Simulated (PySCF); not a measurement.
**19F chemical shifts**

Method: σ from GIAO-PBE0/pcSseg-1, GFN2-xTB structure, in PySCF 2.14 (a single conformation, no solvent, non-relativistic Hamiltonian, equivalent nuclei averaged).

Shieldings were converted by a linear fit to measured shifts: 19F (scatter 6.0 ppm rms, 7.0 ppm with the 5 outliers that the fit left out vs CFCl3, solution or neat liquid, with a term for F on sp3 carbon). Occasional misses reach two or three times the rms, and more in compound classes unlike the fitted ones.

Problem. Give the 19F shifts of `C=Cc1cc(F)c(C(F)(F)F)[pH]1`.

Solution. 
```
                                                                       compound                             environment  δ (ppm)
[CH2:1]=[CH:2][c:3]1[cH:4][c:5]([F:6])[c:7]([C:8]([F:9])([F:10])[F:11])[pH:12]1  F9/10/11: fluorine of a CF3 group (×3)    -55.5
[CH2:1]=[CH:2][c:3]1[cH:4][c:5]([F:6])[c:7]([C:8]([F:9])([F:10])[F:11])[pH:12]1     F6: fluorine on an unsaturated ring    -91.5
```

Problem. Match the shifts 20.5, -103.4, -187.2, -259.3 ppm to `F[C@@H]1[SiH2][SiH2]C[C@@H](O[SiH3])[SiH2]1`, `O=C(F)c1ccoc1`, `O=Cc1ccc(F)o1`, `C=COC(=C)SCF`.

Solution. 20.5: O=C(F)c1ccoc1 (fluorine bonded to C); -103.4: O=Cc1ccc(F)o1 (aryl fluorine); -187.2: C=COC(=C)SCF (fluorine on an sp3 carbon); -259.3: F[C@@H]1[SiH2][SiH2]C[C@@H](O[SiH3])[SiH2]1 (fluorine on an sp3 carbon).
